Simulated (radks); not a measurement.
Charge is removed step by step from the 1s down level of the scandium ion Sc18+, starting from 1s(up 1, down 1) 2s1. All-electron calculation, non-relativistic Kohn-Sham, PBE, spin-polarised, spherical densities, point nucleus; open shells are filled with parallel spins first. Program: a radial shooting solver on a logarithmic mesh with Libxc functionals.

removed (e)  E - E(0) (eV)  eigenvalue (eV)
0                    0.000          -5404.3
0.125               677.71          -5438.9
0.25                1359.7          -5472.8
0.375               2045.9          -5505.7
0.5                 2736.1          -5537.3
0.625               3430.1          -5566.9
0.75                4127.6          -5593.2
0.875               4828.1          -5612.4

The mean slope of the eigenvalue, de/dn, is 238 eV per electron.
